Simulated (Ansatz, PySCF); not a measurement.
System: sum formula HSiO2Br2, charge 0, multiplicity 2. It need not be the lowest isomer of its formula. 
Structure (B3LYP-D3(BJ)/def2-TZVP (Ansatz, a quantum-chemistry and plane-wave program) minimum search):
```
Si
O 1 1.6216
H 2 0.9633 1 117.65
O 1 1.6275 2 117.23 3 45.48
Br 1 2.1925 2 105.66 3 175.11
Br 1 2.2320 2 113.21 3 -60.96
```
Charge 0, spin multiplicity 2.

Property: atomisation energy (electronic, to ground-state atoms), in kJ/mol. Correlated levels leave the core frozen unless marked. UHF or UKS for open shells. No spin-orbit coupling. The frozen core is the preceding noble-gas configuration, with the filled d and f shells of earlier blocks. Non-relativistic. The coupled-cluster limit lacks core correlation, which all-electron functionals hold. Basis-set limits of correlation are two-point, X^-3; Hartree-Fock from the larger set. The bracket is a focal-point correction in the basis named.

| level | program | atomisation energy (kJ/mol) | minus last row |
|---|---|---|---|
| BLYP/def2-TZVPD | Ansatz | 1992.1 | -38.9 |
| r2SCAN-D3(BJ)/def2-TZVPD | Ansatz + dftd3 | 2073.4 | 42.4 |
| PBE0-D3(BJ)/def2-TZVP | Ansatz + dftd3 | 2021.7 | -9.3 |
| PBE0/def2-QZVPP | Ansatz | 2013.0 | -18.0 |
| BHLYP-D3(BJ)/def2-TZVPD | Ansatz + dftd3 | 1920.7 | -110.3 |
| M06-2X/def2-TZVPD | PySCF | 2022.6 | -8.4 |
| HSE06-D3(BJ)/def2-TZVPD | Ansatz + dftd3 | 2024.4 | -6.6 |
| CAM-B3LYP/def2-TZVPD | Ansatz | 1995.7 | -35.3 |
| LC-wPBE-D4/def2-TZVPD | Ansatz + dftd4 | 2022.1 | -8.9 |
| wB97X-V/def2-TZVPD | Ansatz | 2033.4 | 2.4 |
| B2GP-PLYP-D3(BJ)/def2-TZVPD | Ansatz + dftd3 | 2000.8 | -30.2 |
| B2GP-PLYP-D4/def2-TZVPD | Ansatz + dftd4 | 1988.4 | -42.6 |
| RPA@PBE/def2-TZVPP | Ansatz | 1807.1 | -223.9 |
| MP2/def2-TZVPP | Ansatz | 2026.4 | -4.6 |
| RI-MP2/CBS(def2-TZVPP,def2-QZVPP)+[CCSD(T)-MP2]/def2-TZVPP | Ansatz | 2031.0 | 0.0 |
